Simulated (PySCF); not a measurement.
# NMR problem set

PySCF 2.14.0 with density-fitted response routines calculation with PBE0/pcSseg-1 with gauge-including orbitals and GFN2-xTB structure; rapidly exchanging positions averaged, non-relativistic, in vacuum, one conformer.

References, each an isolated molecule treated in the same way: ¹H and ¹³C vs TMS. Splittings of carbon signals by F and P are missing where no couplings were computed. Where no couplings were computed, multiplicities follow the n + 1 count of equivalent neighbours, and m marks all less simple cases (inequivalent or close neighbours, rings, F or P nearby). Shifts are as computed. Against solution values, carbons near 30 ppm lie about +3 ppm off and those near 130 ppm about +5 ppm. Of 1309 compounds with measured shifts, 239 miss one by over three times the rms of a fit or turn the order of signals round; such compounds aren't used in these exercises.

Task: C$_{2}$H$_{9}$FOSi$_{3}$. ¹H NMR (600 MHz, computed): δ 6.55 (m, 1H), 6.17 (m, 1H), 6.14 (m, 1H), 5.74 (m, 2H), 5.69 (m, 2H), 5.19 (d, 2H). ¹³C{¹H} NMR (computed): δ 143.0 (CH), 141.2 (CH2). Give a structure.

Result: SMILES C=C[SiH2]O[SiH2][SiH2]F. Rings plus π bonds: 1 (no ring in the answer). 2 carbon signals for 2 carbons: no two carbons are equivalent. Carbon types of the structure: 1 × CH, 1 × CH2, leaving 6 H on heteroatoms. δC 143.0: alkene CH; the olefinic region. δC 141.2: terminal =CH2 carbon; an sp2 carbon of a C=C bond. δH 6.55, 6.14: hydrogen on a terminal =CH2 carbon; a vinylic proton, deshielded by the sp2 carbon and the C=C anisotropy. δH 6.17: hydrogen on an alkene CH; attached to an sp2 carbon and in the plane of the double bond.

This is the structure that produced the data.

Task: C$_{3}$H$_{9}$NOSi$_{3}$. ¹H NMR (400 MHz, computed): δ 3.74 (s, 6H), 2.93 (s, 3H). ¹³C{¹H} NMR (computed): δ 246.8, 126.2, 44.4. Identify the compound.

Result: `CC(=O)[Si]([SiH3])([SiH3])C#N`. Rings plus π bonds: 3 (no ring in the answer). 3 carbon signals for 3 carbons: no two carbons are equivalent. Carbon types of the structure: 2 × C, 1 × CH3, leaving 6 H on heteroatoms. δC 246.8: carbonyl carbon. δC 126.2: nitrile carbon; typical of a nitrile. δC 44.4: methyl carbon α to a carbonyl; the adjacent C=O deshields it moderately. δH 2.93: hydrogen on a methyl carbon α to a carbonyl; α to C=O.

The shifts were computed for this structure.
